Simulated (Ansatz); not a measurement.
Reactions of C2BrClF2 (`FC(Cl)=C(F)Br`).

Gas-phase electronic energies from Ansatz, PBE0-D4/def2-TZVP geometries. CCSD(T)/CBS is the MP2 limit (def2-TZVPP, def2-QZVPP) plus CCSD(T) − MP2 in def2-TZVPP, frozen cores. This one scheme is used for every species, atoms too. For atomizations the MP2-based limit and the directly extrapolated one differ by several kJ/mol either way, and by 10 to 25 for some Ge, Se and Sn compounds, so smaller differences from it don't rank the levels. Double bonds are as drawn, so ΔE can hold a change between cis and trans. Functionals use def2-TZVPP. Open shells (•) are unrestricted, without spin–orbit coupling. Spin–orbit coupling would lower the free atoms: a little for C, Cl, F; clearly for Br. def2 core potentials past Kr. Bonds to Br, I are less sure, by a few kJ/mol each and by 10 to 20 or more in all where they break to atoms, as the def2 sets lack core-valence functions. Scalar relativity is left out up to krypton.

```csv
reaction,B2PLYP (kJ/mol),HF/CBS(def2) (kJ/mol),PBE-D4 (kJ/mol),CCSD/CBS(def2) (kJ/mol),CCSD(T)/CBS(def2) (kJ/mol)
`F/C(Cl)=C(/F)Br` + H₂ → `F/C=C(\F)Cl` + HBr,-90,-123,-75,-97,-89
`F/C(Cl)=C(/F)Br` → Br• + 2 C• + Cl• + 2 F•,2124,1340,2330,2082,2156
`F/C(Cl)=C(/F)Br` + H–F → `FC(F)=C(F)Br` + HCl,8,-13,12,13,18
`F/C(Cl)=C(/F)Br` + H₂ → `F/C(Br)=C/Cl` + H–F,-117,-127,-103,-130,-127
`F/C(Cl)=C(/F)Br` + H–F → `FC(F)=C(F)Cl` + HBr,11,-14,13,17,22
`F/C(Cl)=C(/F)Br` + HI → `F/C(Br)=C(/F)I` + HCl,-12,-4,-10,-16,-18
```

Largest T1 diagnostic: 0.012, for `FC(F)=C(F)Cl`.
